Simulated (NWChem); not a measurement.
System: CH$_{7}$Si$_{2}$ cation

Input file for NWChem:

```
start job
memory heap 200 mb stack 900 mb global 1100 mb
charge 1
geometry units angstroms noautosym nocenter noautoz
  Si     0.159101    -1.594174    -0.000086
  C     -0.863031    -0.128996    -0.000874
  Si     0.206080     1.532170     0.003881
  H      0.645565    -2.191970     1.263914
  H      0.652395    -2.188946    -1.262871
  H     -1.480717    -0.058863    -0.912856
  H     -1.484886    -0.061368     0.908471
  H     -0.819196     2.604429     0.009441
  H      1.040586     1.518694    -1.226055
  H      1.044183     1.510000     1.231316
end
basis spherical
  Si library 6-31g*
  C library 6-31g*
  H library 6-31g*
end
dft
  xc hfexch
  iterations 150
  mulliken
end
task dft energy
esp
  recalculate
  probe 0.07
  range 0.3
  factor 1.0
  spacing 0.02
end
task esp
```

Parts of the log:

```
             Northwest Computational Chemistry Package (NWChem) 7.3.0
             --------------------------------------------------------

                             Geometry "geometry" -> ""
                             -------------------------

 Output coordinates in angstroms (scale by  1.889725989 to convert to a.u.)

  No.       Tag          Charge          X              Y              Z
 ---- ---------------- ---------- -------------- -------------- --------------
    1 Si                  14.0000     0.15910100    -1.59417400    -0.00008600
    2 C                    6.0000    -0.86303100    -0.12899600    -0.00087400
    3 Si                  14.0000     0.20608000     1.53217000     0.00388100
    4 H                    1.0000     0.64556500    -2.19197000     1.26391400
    5 H                    1.0000     0.65239500    -2.18894600    -1.26287100
    6 H                    1.0000    -1.48071700    -0.05886300    -0.91285600
    7 H                    1.0000    -1.48488600    -0.06136800     0.90847100
    8 H                    1.0000    -0.81919600     2.60442900     0.00944100
    9 H                    1.0000     1.04058600     1.51869400    -1.22605500
   10 H                    1.0000     1.04418300     1.51000000     1.23131600

 Effective nuclear repulsion energy (a.u.)     142.2466676774

  xc_inp: hfexch multiplicative factor not found.

                                 NWChem DFT Module
                                 -----------------

 Summary of "ao basis" -> "ao basis" (spherical)
 ------------------------------------------------------------------------------
       Tag                 Description            Shells   Functions and Types
 ---------------- ------------------------------  ------  ---------------------
 Si                          6-31g*                  8       18   4s3p1d
 C                           6-31g*                  6       14   3s2p1d
 H                           6-31g*                  2        2   2s

            General Information
            -------------------
          SCF calculation type: DFT
          Wavefunction type:  closed shell.
          No. of atoms     :    10
          No. of electrons :    40
           Alpha electrons :    20
            Beta electrons :    20
          Charge           :     1
          Spin multiplicity:     1
          Use of symmetry is: off; symmetry adaption is: off
          Maximum number of iterations: 150
          AO basis - number of functions:    64
                     number of shells:    36
          Convergence on energy requested:  1.00D-06
          Convergence on density requested:  1.00D-05
          Convergence on gradient requested:  5.00D-04

              XC Information
              --------------
                     Hartree-Fock (Exact) Exchange  1.000

      Superposition of Atomic Density Guess
      -------------------------------------

 Sum of atomic energies:        -618.78249696

 Renormalizing density from      41.00 to     40

      Non-variational initial energy
      ------------------------------

 Total energy =    -610.381919
 1-e energy   =   -1110.105313
 2-e energy   =     357.476726
 HOMO         =      -0.653990
 LUMO         =      -0.341799

     ---------------------------------------------
      Total Density - Mulliken Population Analysis
     ---------------------------------------------

    Atom       Charge   Shell Charges
 -----------   ------   -------------------------------------------------------
    1 Si  14    13.22   2.00  2.00  5.99  1.14  1.51  0.24  0.22  0.11
    2 C    6     7.17   2.00  0.77  2.30  0.68  1.41  0.02
    3 Si  14    13.89   2.00  2.00  5.99  1.13  2.02  0.25  0.35  0.13
    4 H    1     0.88   0.43  0.45
    5 H    1     0.88   0.43  0.45
    6 H    1     0.60   0.41  0.19
    7 H    1     0.60   0.41  0.19
    8 H    1     0.90   0.44  0.46
    9 H    1     0.93   0.45  0.48
   10 H    1     0.93   0.45  0.48

[...]

                     NWChem Electrostatic Potential Fit Module
                     -----------------------------------------

 Atom parameters

 Number of atoms is                                   10
 Number of basis functions is                         64

 Grid parameters

 Maximum number of grid points is                  44912
 Number of grid points is                          44911
 Grid range                                     0.300000 nm
 Grid spacing                                   0.020000 nm
 Probe radius                                   0.070000 nm
 Atom radius factor                             1.000000

 Atomic radii

    1    0.100000
    6    0.147000
   14    0.187000
 FASTESP  F
  using M.O. file = ./job.movecs

    Atom              Coordinates                           Charge

                                                  ESP

    1 Si    0.015910   -0.159417   -0.000009    1.072136
    2 C    -0.086303   -0.012900   -0.000087   -0.643047
    3 Si    0.020608    0.153217    0.000388    0.656951
    4 H     0.064557   -0.219197    0.126391   -0.079390
    5 H     0.065240   -0.218895   -0.126287   -0.078389
    6 H    -0.148072   -0.005886   -0.091286    0.195520
    7 H    -0.148489   -0.006137    0.090847    0.195703
    8 H    -0.081920    0.260443    0.000944   -0.075685
    9 H     0.104059    0.151869   -0.122606   -0.122045
   10 H     0.104418    0.151000    0.123132   -0.121753
                                            ------------
                                                1.000000

 Dipole moment                                  1.320709

 Quadrupole moment Qxx                         -6.064778
                   Qyy                         16.117710
                   Qzz                        -10.052932

 RMS deviation kJ/mol                           0.053603

 RRMS %                                         2.966197
```

Level: Hartree-Fock/6-31G* (spherical d). Structure relaxed at the PBE0/def2-SVP level.
